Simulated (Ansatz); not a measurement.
Consider the ligand exchange at the Si–O bond: `O[SiH2]O[SiH](O)O` + CH₃OH → `CO[SiH](O)O` + `O[SiH2]O`.

Computed with Ansatz on PBE0-D4/def2-TZVP structures; ΔE is electronic, products minus reactants. CCSD(T)/CBS adds triple-zeta CCSD(T) − MP2 to the extrapolated MP2 energy (def2 sets, frozen cores). This one scheme is used for every species. DFT in def2-TZVPP. B3LYP here is the variant with VWN-RPA as its local correlation; programs differ in this. Each species was taken in one conformer, which may not be the lowest.

`O[SiH2]O[SiH](O)O`:

Z-matrix (Å, degrees):
```
Si
O 1 1.620
O 1 1.657 2 106.2
H 1 1.485 2 111.1 3 -118.7
H 1 1.481 2 109.1 3 119.0
Si 2 1.643 1 139.9 3 6.5
H 3 0.958 1 118.5 2 -148.3
O 6 1.633 2 108.2 1 -17.6
O 6 1.626 2 111.4 1 -138.7
H 6 1.471 2 108.4 1 105.6
H 8 0.964 6 115.0 2 17.7
H 9 0.958 6 117.7 2 79.2
```

CH₃OH:

Z-matrix (Å, degrees):
```
C
O 1 1.409
H 1 1.097 2 112.4
H 1 1.090 2 107.0 3 -118.5
H 1 1.097 2 112.4 3 123.0
H 2 0.959 1 108.5 3 -61.6
```

`CO[SiH](O)O`:

```xyz
11

C    -1.111    0.291   -1.323
O    -0.557   -0.509   -0.303
Si    0.456    0.056    0.851
O     1.894    0.576    0.285
O     0.707   -1.197    1.867
H    -1.551    1.211   -0.921
H    -0.354    0.564   -2.065
H    -1.898   -0.279   -1.818
H    -0.142    1.242    1.498
H     2.536   -0.090    0.030
H     0.020   -1.864    1.899
```

`O[SiH2]O`:

```xyz
7

O    -1.394    0.282   -0.283
Si    0.056   -0.007    0.429
O     1.272   -0.267   -0.643
H    -1.487    1.087   -0.795
H     0.519    1.162    1.212
H    -0.192   -1.202    1.268
H     1.226   -1.055   -1.187
```

Task: Is it downhill or uphill in electronic energy at CCSD(T)/CBS, and by how much? (Best estimate.)

Result: Computed: Uphill: ΔE = +19.6 kJ/mol.

Task: What do these levels give: PBE0, B3LYP, CCSD(T)/def2-TZVPP, MP2/def2-QZVPP, MP2/CBS(def2), CCSD/CBS(def2)? (Estimate.)

Result: The calculation gave: PBE0 16.1, B3LYP 14.9, CCSD(T)/def2-TZVPP 18.3, MP2/def2-QZVPP 18.0, MP2/CBS(def2) 18.3, CCSD/CBS(def2) 19.8 kJ/mol.

Largest T1 diagnostic among the species: 0.012.

The D4 term adds +4.9 kJ/mol with B3LYP and +2.8 kJ/mol with PBE0; it sums over pairs of atoms, weighted by their polarisabilities, and B3LYP, whose exchange is more repulsive, gets the larger term. From PBE to PBE0 (25 % exact exchange), in def2-TZVPP and without D4, ΔE moves by +3.1 kJ/mol.
